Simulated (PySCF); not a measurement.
Basis-set dependence of the ionisation energy of Pr

Pr [Xe] 4f3 6s2 (high-spin determinant) → Pr+ [Xe] 4f3 6s1 (high-spin determinant). Calculated with PySCF 2.14 from differences of total energies of unrestricted determinants, without spin-orbit coupling. Values in eV.

```csv
basis,Hamiltonian,functions,UHF,LDA,PBE0,MP2 (valence)
cc-pVDZ-X2C,spin-free X2C,84,4.446,5.651,5.345,5.316
x2c-TZVPPall,spin-free X2C,113,4.439,5.594,5.298,5.310
"x2c-TZVPPall with one added diffuse shell each of s, p, d, f type",spin-free X2C,129,4.441,5.622,5.316,5.341
```

Q: Estimate the row for ANO-RCC-VTZP (spin-free X2C, 104 functions).

A: From the rows with the same Hamiltonian and similar size; the calculation gives UHF 4.45; LDA 5.62; PBE0 5.32; MP2 (valence) 5.32 (eV).

Frozen in the all-electron rows: valence: [Kr] 4d10.

Both determinants mix LS terms of the configuration, so the numbers do not refer to single terms; with the open shell unchanged, much of this cancels in the difference.

Between the lowest levels the reference is 5.470 eV (semi-empirical (NIST evaluation); NIST Atomic Spectra Database, ionization energies); it includes spin-orbit coupling, which these numbers lack.
